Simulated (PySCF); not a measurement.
# Computed records: CH$_{5}$B$_{2}$Cl, AlBH$_{3}$NO, CH$_{7}$BNSi, CH$_{6}$BOSi and others

All values are calculated (PySCF 2.14.0). Calculation on a computer-drawn molecule: the log of a Hartree-Fock and frozen-core CCSD(T) single point meant for a local Hartree-Fock minimum, with one planted fault or none, to be diagnosed. Offsets are logged minus clean, where the clean run is the same molecule without the fault. The reference is restricted for singlets and unrestricted otherwise, and also for a bond in bohr or an excited solution. Adding or removing an electron swaps singlet and doublet. The excited solution moves the top pair (singlet) or top alpha electron (doublet) to the lowest empty orbital. Highest occupied and lowest empty are orbital energies over both spins, largest force is the largest gradient component, triples share is (T) over the correlation energy, the T1 limit is 0.02 restricted and 0.045 unrestricted, electrons count all cores, a negative frequency is imaginary (commonest isotopes), and the dipole is about the centre of nuclear charge.

Common to all runs: meant basis cc-pV(D+d)Z; logged SCF converged yes; logged CC converged yes; logged SCF stable within its kind yes; possible faults no fault, one electron removed, one electron added, multiplicity raised by two, geometry at a saddle point, SCF held on an excited solution, minimal basis STO-3G, one bond length entered in bohr, all coordinates scaled.

(1) CH$_{5}$B$_{2}$Cl

Logged structure:
```xyz
9
CH5B2Cl
B     -0.0397     0.3062    -0.0900
C      0.0673     1.8194    -0.5220
B      1.2686     2.0795    -1.4854
Cl     2.6256     3.1170    -1.0118
H     -0.1433    -0.0115     1.0621
H     -0.0387    -0.5561    -0.9268
H     -0.8288     1.9479    -1.1560
H      0.0196     2.5151     0.3148
H      1.3411     1.5862    -2.5705
```

* meant charge: 0
* meant multiplicity: 1
* logged electrons: 38
* logged basis functions: 90
* logged spin squared: 0
* logged highest occupied: -11.665 eV
* logged lowest empty: 1.9213 eV
* logged largest force: 2.54e-05 hartree/bohr
* logged lowest frequency: 60.945 cm⁻¹
* logged T1 diagnostic: 0.012222
* logged D1 diagnostic: 0.043096
* logged triples share: 0.027276
* logged dipole magnitude: 1.5601 debye
* logged energy HF: -549.68557 hartree
* logged energy CCSD(T): -550.19715 hartree
* planted fault: no fault
* HF energy offset from clean run: 0 kcal/mol
* CCSD(T) energy offset from clean run: 0 kcal/mol

Drawn bonds:
```
atom  other atom  order
   1           2      1
   2           3      1
   3           4      1
   1           5      1
   1           6      1
   2           7      1
   2           8      1
   3           9      1
```

(2) AlBH$_{3}$NO

Logged structure:
```xyz
7
AlBH3NO
B      0.8236    -0.8936    -1.7952
N     -0.0302    -0.7055    -0.7131
Al    -1.0096    -0.5072     0.5565
O     -2.0002    -0.3212     1.8625
H      1.6718    -1.7638    -1.7937
H      0.7515    -0.1915    -2.7851
H     -2.7107     0.2208     2.1566
```

* meant charge: 0
* meant multiplicity: 1
* logged electrons: 35
* logged basis functions: 80
* logged spin squared: 0.7646
* logged highest occupied: -16.976 eV
* logged lowest empty: -5.6142 eV
* logged largest force: 0.077288 hartree/bohr
* logged T1 diagnostic: 0.033429
* logged D1 diagnostic: 0.1736
* logged triples share: 0.025804
* logged dipole magnitude: 1.7348 debye
* logged energy HF: -397.44971 hartree
* logged energy CCSD(T): -397.93915 hartree
* planted fault: one electron removed
* HF energy offset from clean run: 155.7 kcal/mol
* CCSD(T) energy offset from clean run: 182.4 kcal/mol

Drawn bonds:
```
atom  other atom  order
   1           2      1
   2           3      2
   3           4      1
   1           5      1
   1           6      1
   4           7      1
```

(3) CH$_{7}$BNSi

Logged structure:
```xyz
11
CH7BNSi
C     -1.4209    -1.7117     0.1636
B     -1.0370    -1.6723    -1.3493
N      0.2779    -1.1964    -1.8567
Si     1.5901    -0.6232    -1.0536
H     -2.3359    -1.1263     0.3052
H     -1.6929    -2.7403     0.4249
H     -0.6810    -1.3636     0.8862
H     -1.7865    -2.0280    -2.2039
H      0.3629    -1.2378    -2.8619
H      1.5883    -0.5161     0.3971
H      2.7534    -0.2264    -1.8378
```

- meant charge: 1
- meant multiplicity: 1
- logged electrons: 38
- logged basis functions: 100
- logged spin squared: 2.072
- logged highest occupied: -10.866 eV
- logged lowest empty: -8.9529 eV
- logged largest force: 0.14367 hartree/bohr
- logged T1 diagnostic: 0.044407
- logged D1 diagnostic: 0.25136
- logged triples share: 0.033025
- logged dipole magnitude: 4.5265 debye
- logged energy HF: -409.60973 hartree
- logged energy CCSD(T): -410.15764 hartree
- planted fault: ?

Drawn bonds:
```
atom  other atom  order
   1           2      1
   2           3      1
   3           4      1
   1           5      1
   1           6      1
   1           7      1
   2           8      1
   3           9      1
   4          10      1
   4          11      1
```

(4) CH$_{6}$BOSi

Logged structure:
```xyz
10
CH6BOSi
C     -1.1762     0.1531     1.7081
Si    -1.0035     1.2584     0.1769
B     -0.6690     0.3784    -1.6204
O     -0.9600    -0.9097    -1.9127
H     -0.2118    -0.2747     1.9989
H     -1.5560     0.7266     2.5571
H     -1.8729    -0.6708     1.5286
H     -0.1157     2.4132     0.4635
H     -0.2425     1.0343    -2.5335
H     -1.2938    -1.4214    -1.1922
```

- meant charge: 0
- meant multiplicity: 2
- logged electrons: 38
- logged basis functions: 95
- logged spin squared: 0
- logged highest occupied: -16.769 eV
- logged lowest empty: -6.4484 eV
- logged largest force: 0.050931 hartree/bohr
- logged T1 diagnostic: 0.018315
- logged D1 diagnostic: 0.068448
- logged triples share: 0.027966
- logged dipole magnitude: 3.8282 debye
- logged energy HF: -429.58928 hartree
- logged energy CCSD(T): -430.14734 hartree
- planted fault: ?

Drawn bonds:
```
atom  other atom  order
   1           2      1
   2           3      1
   3           4      1
   1           5      1
   1           6      1
   1           7      1
   2           8      1
   3           9      1
   4          10      1
```

(5) AlClH$_{3}$OSi

Logged structure:
```xyz
7
AlClH3OSi
Si     1.3907    -0.4596     1.4369
O      0.4429    -1.6682     1.6842
Al    -0.4373    -2.7913     1.9138
Cl    -1.5417    -4.2010     2.2000
H      2.4365    -0.6563     2.2282
H      1.7007    -0.5049     0.1483
H      0.6901     0.6181     1.7630
```

* meant charge: 1
* meant multiplicity: 1
* logged electrons: 54
* logged basis functions: 98
* logged spin squared: 0
* logged highest occupied: -17.579 eV
* logged lowest empty: -4.4091 eV
* logged largest force: 0.10843 hartree/bohr
* logged T1 diagnostic: 0.011225
* logged D1 diagnostic: 0.02723
* logged triples share: 0.019904
* logged dipole magnitude: 1.7746 debye
* logged energy HF: -1066.76593 hartree
* logged energy CCSD(T): -1067.2633 hartree
* planted fault: ?

Drawn bonds:
```
atom  other atom  order
   1           2      1
   2           3      1
   3           4      1
   1           5      1
   1           6      1
   1           7      1
```

## Withheld values
1. Give the missing planted fault for CH$_{7}$BNSi (entry 3).
2. Give the missing planted fault for CH$_{6}$BOSi (entry 4).
3. Give the missing planted fault for AlClH$_{3}$OSi (entry 5).

## Answers
1. multiplicity raised by two
2. one electron removed
3. all coordinates scaled, by -9.6 %

Further results for CH$_{7}$BNSi (entry 3):

* HF energy offset from clean run: 127.6 kcal/mol
* CCSD(T) energy offset from clean run: 123.1 kcal/mol

Further results for CH$_{6}$BOSi (entry 4):

* HF energy offset from clean run: 168.8 kcal/mol
* CCSD(T) energy offset from clean run: 173.7 kcal/mol

Further results for AlClH$_{3}$OSi (entry 5):

* HF energy offset from clean run: 59.45 kcal/mol
* CCSD(T) energy offset from clean run: 67.16 kcal/mol
